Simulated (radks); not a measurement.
Values are calculated unless marked as measured or tabulated.
All-electron atom: Cl3+ in [Ne] 3p4 (not the ground configuration).

Level of theory: Dirac Kohn-Sham, PBE, spin-unpolarised, spherical densities, finite nucleus; open shells fill j = l - 1/2 first; Fermi nuclear charge, rms radius 3.3654 fm (a radial shooting solver on a logarithmic mesh with Libxc functionals).

Energy parts (hartree):
part                       energy
total                  -457.57177
kinetic                 460.03966
electron-nucleus      -1069.04275
Hartree                 178.15775
exchange-correlation    -26.72643

Orbitals (lengths in bohr, moments of r in powers of bohr; <r^-3> diverges for s and p1/2):
1s1/2: occ. 2; eigenvalue (hartree) -102.8827; <r> 0.09096; <r^2> 0.01113; small-component weight 3.66e-03
2s1/2: occ. 2; eigenvalue (hartree) -11.01420; <r> 0.4431; <r^2> 0.2332; small-component weight 5.76e-04
2p1/2: occ. 2; eigenvalue (hartree) -8.81619; <r> 0.4039; <r^2> 0.2032; small-component weight 5.54e-04
2p3/2: occ. 4; eigenvalue (hartree) -8.75348; <r> 0.4062; <r^2> 0.2054; <r^-3> 101.8; small-component weight 5.50e-04
3p1/2: occ. 2; eigenvalue (hartree) -1.69821; <r> 1.503; <r^2> 2.619; small-component weight 9.62e-05
3p3/2: occ. 2; eigenvalue (hartree) -1.69131; <r> 1.509; <r^2> 2.637; <r^-3> 11.27; small-component weight 9.57e-05

The highest occupied level is 3p3/2 at -46.023 eV. The electron density at the nucleus is 3568 e/bohr^3.
